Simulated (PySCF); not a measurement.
A GIAO shielding run with PySCF 2.14.0 with density-fitted response routines (density fitting, non-relativistic, gas phase) on `CC(C)(C)[C@H]1C=CC[SiH2]1`, C8H16Si:

```
$ OMP_NUM_THREADS=1 python probes_run.py task.json out

{"job": {"kind": "nmr", "xc": "PBE0", "basis": "pcSseg-1"}, "charge": 0, "multiplicity": 1}
C     -1.780364    -0.445865     1.351168
C     -1.121084    -0.062330     0.024697
C     -2.004501    -0.586600    -1.114492
C     -1.022719     1.458917    -0.084039
C      0.282581    -0.698475    -0.046894
C      1.028981    -0.348277    -1.305756
C      2.250191     0.150213    -1.225736
C      2.861478     0.368664     0.124692
Si     1.529856    -0.245202     1.340186
H     -1.220091    -0.051026     2.194497
H     -2.794123    -0.053141     1.398907
H     -1.829274    -1.527938     1.453568
H     -3.020608    -0.213312    -1.002006
H     -2.039004    -1.674295    -1.107289
H     -1.635576    -0.259335    -2.082658
H     -0.445238     1.869994     0.739998
H     -2.015303     1.904534    -0.063614
H     -0.535903     1.742187    -1.014659
H      0.127124    -1.785292    -0.049923
H      0.555762    -0.539668    -2.258139
H      2.830569     0.404568    -2.102476
H      3.800024    -0.181792     0.201586
H      3.116758     1.421706     0.255564
H      1.938077    -1.431861     2.101410
H      1.131452     0.807772     2.280544
```

Hardware: 1 thread of an Intel Xeon Platinum 8259CL, shared host. The job also computes population analyses, field gradients, ring-centre shieldings.

Question: How large is the calculation?

Answer: 78 electrons, 240 basis functions and 1261 auxiliary functions.

Question: How long does it take, and how much memory does it need?

Answer: 84 s of wall time, with 14 SCF cycles and 4 response iterations; peak memory 1.1 GiB. Times on a shared host scatter by some tens of per cent.
